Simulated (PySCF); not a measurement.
## Dipole moment and polarisability of `NC(=O)C1=CC(F)(F)O1`

Compound: C₄H₃F₂NO₂.
Numbering: `[NH2:1][C:2](=[O:3])[C:4]1=[CH:5][C:6]([F:7])([F:8])[O:9]1` (hydrogens: H10, H11 on N1; H12 on C5)

Geometry (GFN2-xTB, Å), atoms numbered from 1 in this order:
```
atom  x, y, z in Å
N1    -2.1434    0.6286    0.1315
C2    -1.4438   -0.4696   -0.2095
O3    -1.9206   -1.5182   -0.5747
C4     0.0235   -0.2678   -0.0907
C5     1.1584   -0.9558   -0.2760
C6     1.8690    0.3031    0.1643
F7     2.6369    0.9321   -0.7297
F8     2.5644    0.2626    1.3042
O9     0.6143    0.9388    0.3285
H10   -1.6722    1.4676    0.4247
H11   -3.1487    0.6069    0.0861
H12    1.4635   -1.9289   -0.5849
```

Level: CAM-B3LYP/def2-SVPD (PySCF), static field, nuclei fixed, core orbitals frozen in the response. The polarisability tensor in these axes (au):

```
x   79.47 -1.89  0.67
y   -1.89 62.08  6.14
z    0.67  6.14 45.41
```

**Question.** What are the eigenvalues, a third of the trace, and Δα (Δα² = ½Σ(αi − αj)² over the three pairs)?

**Answer.** Principal values 43.35, 63.93 and 79.67 au; mean 62.32 au = 9.23 Å³ = 10.28 × 10⁻⁴⁰ C²·m²/J; Δα = 31.55 au (51 % of the mean).

**Question.** What is the dipole moment, and where does it point?

**Answer.** (-1.17, 1.45, 0.44) D, 1.91 D in size, pointing from the negative to the positive side. Measured along this direction, the outermost atoms are H12 at the negative end and H11 at the positive end.

**Question.** In a dilute gas of rigid molecules at 273 K, how does the orientational term μ²/3kT compare with the electronic polarisability?

**Answer.** In Gaussian units μ²/3kT = 32.40 Å³ against 9.23 Å³, a ratio of 3.51; the Debye molar polarisation (4π/3)N_A(α + μ²/3kT) is 105.0 cm³/mol, leaving out the vibrational part.

**Question.** What molar refraction does this α imply?

**Answer.** Lorentz–Lorenz: R = (4π/3)N_A α = 2.5225 cm³/(mol·Å³) × 9.23 Å³ = 23.3 cm³/mol, in the limit of long wavelengths.

**Question.** Refractivity n − 1 of an ideal gas of it at 350 K and 1 atm, from the electronic α?

**Answer.** N = p/kT = 2.0968 × 10¹⁹ cm⁻³, so n − 1 = 2π × N × 9.23 × 10⁻²⁴ cm³ = 1217 × 10⁻⁶ at long wavelengths, for an ideal gas.

Isolated species at its GFN2-xTB geometry (one conformer only).

These values come from a run that also computed excited states. The run took 1.8 min on one thread, Intel Xeon at 2.70 GHz (x86_64), no GPU, shared host, and the process peaked at 0.98 GiB of memory.
